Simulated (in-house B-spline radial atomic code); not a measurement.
HSE06 excitations of the magnesium ion Mg²⁺

Method: HSE06. Computed with a B-spline radial code for spherical atoms: linear response of the closed shell [He] 2s2 2p6 with the functional's adiabatic kernel; non-relativistic, point nucleus, no spin-orbit coupling, no double excitations, S, P, D and F terms only. Only terms of natural parity with L up to 3 were computed.

Command:
```bash
python run_td.py task.json out
```
Settings (radii: box in bohr, nucleus in fm):
```
Z                        12
electrons                10
configuration            [He] 2s2 2p6
hamiltonian              nr
method                   hse06
box_radius               29.48
intervals                52
```

Run time, properties included: 0.3 s on 1 thread of Intel(R) Xeon(R) Platinum 8375C CPU @ 2.90GHz (Ice Lake), with other jobs on the host.

The lowest states, in the order of their Tamm-Dancoff energies; the method's threshold (minus the highest occupied level) is 70.34 eV. Labels give the largest channel, * marks a mixed state, and oscillator strengths are full-response dipole values. Semilocal kernels can invert the small singlet-triplet splittings of Rydberg terms. Energies in eV:

| state | full response | Tamm-Dancoff | oscillator strength |
| --- | --- | --- | --- |
| 2p → 3s 3P | 49.95 | 49.96 | - |
| 2p → 3s 1P | ? | ? | ? |
| 2p → 3p 3S | 54.88 | 54.92 | - |
| 2p → 3p 3D | 55.50 | 55.52 | - |
| 2p → 3p 1D | 55.92 | 55.92 | - |
| 2p → 3p 1S | 58.04 | 58.27 | - |
| 2p → 3d 3P | 61.94 | 61.94 | - |
| 2p → 3d 3F | 62.03 | 62.03 | - |
| 2p → 3d 1F | ? | ? | - |
| 2p → 3d 1P | 62.37 | 62.39 | 0.318 |
| 2p → 4s 3P | 62.71 | 62.71 | - |
| 2p → 4s 1P | 62.84 | 62.85 | 0.0307 |
| 2p → 4p 3S | 64.11 | 64.12 | - |
| 2p → 4p 3D | 64.23 | 64.24 | - |
| 2p → 4p 1D | 64.33 | 64.33 | - |
| 2p → 4p 1S | 64.90 | 64.97 | - |

(1) Where does 2p → 3d 1F lie?

(2) Where does 2p → 3s 1P lie?

(3) How large is the singlet-triplet splitting of 2p → 3s (P terms) in Tamm-Dancoff?

(4) What polarisabilities and dispersion coefficient does the method give?

Answers

(1) At 62.11 eV in full response, 62.11 eV in Tamm-Dancoff.

(2) At 50.59 eV in full response, 50.61 eV in Tamm-Dancoff, oscillator strength 0.203.

(3) 0.644 eV, from the unrounded values.

(4) Dipole 0.5 bohr³, quadrupole 0.5793 bohr⁵, C6 0.6033 hartree·bohr⁶ for two such species.
